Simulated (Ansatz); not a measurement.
Relaxation of the cluster W2O2⁺ with UKS r2SCAN-D4/def2-TZVP.

```sh
$ ansatz run in.yaml --threads 4 --pin off --events-out ev --progress --plain --max-ram 3916MiB
```

```yaml
crystal:
  periodic: [false, false, false]
  atoms:
    - {symbol: W, position_ang: [-0.271050, -1.115650, 0.809540]}
    - {symbol: W, position_ang: [0.217960, 0.897110, -0.651160]}
    - {symbol: O, position_ang: [-1.107250, -0.303780, -1.027550]}
    - {symbol: O, position_ang: [1.160340, 0.522320, 0.869180]}
basis:
  gaussian: {orbitals: def2-TZVP}
total_charge: 1
magnetization: {spin_polarized: true, initial_magnetization: 1}
hamiltonian: {xc: r2scan, dispersion: d4}
scf: {lower_state_search: "off"}
output: {orbitals: {seedname: orbitals}}
relax: {f_tol: 0.02, max_steps: 100}
```

Hardware: 4 threads of Arm Neoverse V2 on a shared host. Wall time 27 s.

Positions (Å) and forces (eV/Å) at steps 1, 2, 3, 4, 5, 7 of 7:

```xyz
4
step=1 energy=-7738.8461 eV
W    -0.271   -1.116    0.810    0.688    2.829   -2.051
W     0.218    0.897   -0.651   -0.459   -1.895    1.377
O    -1.107   -0.304   -1.028    0.197   -0.353    0.598
O     1.160    0.522    0.869   -0.426   -0.581    0.076
4
step=2 energy=-7739.3396 eV
W    -0.233   -0.961    0.697   -0.186   -0.766    0.556
W     0.191    0.788   -0.572    0.452    1.863   -1.353
O    -1.163   -0.345   -1.053    0.078   -0.472    0.575
O     1.205    0.518    0.928   -0.344   -0.626    0.222
4
step=3 energy=-7739.3478 eV
W    -0.224   -0.921    0.669   -0.217   -0.896    0.650
W     0.211    0.868   -0.630    0.014    0.055   -0.041
O    -1.123   -0.385   -0.965   -0.889    0.059   -1.134
O     1.136    0.438    0.926    1.093    0.781    0.524
4
step=4 energy=-7739.4340 eV
W    -0.231   -0.950    0.689    0.031    0.127   -0.092
W     0.206    0.850   -0.617   -0.126   -0.518    0.376
O    -1.152   -0.374   -1.010    0.331    0.299    0.095
O     1.176    0.474    0.937   -0.235    0.092   -0.379
4
step=5 energy=-7739.4426 eV
W    -0.233   -0.958    0.695    0.006    0.024   -0.017
W     0.203    0.836   -0.607    0.018    0.075   -0.054
O    -1.145   -0.362   -1.015   -0.018   -0.051    0.031
O     1.175    0.483    0.926   -0.006   -0.047    0.041
4
step=7 energy=-7739.4430 eV
W    -0.232   -0.955    0.693    0.000    0.001    0.000
W     0.204    0.839   -0.609    0.000   -0.001    0.000
O    -1.145   -0.364   -1.012    0.000    0.000    0.000
O     1.174    0.481    0.928    0.000    0.000    0.000
```

In the def2 sets W takes a core potential; there is no spin–orbit coupling. The charge 1 doublet is spin-contaminated (final ⟨S²⟩ up to 1.99, 0.75 for a pure state). The structure comes from a short search, and lower isomers may exist.
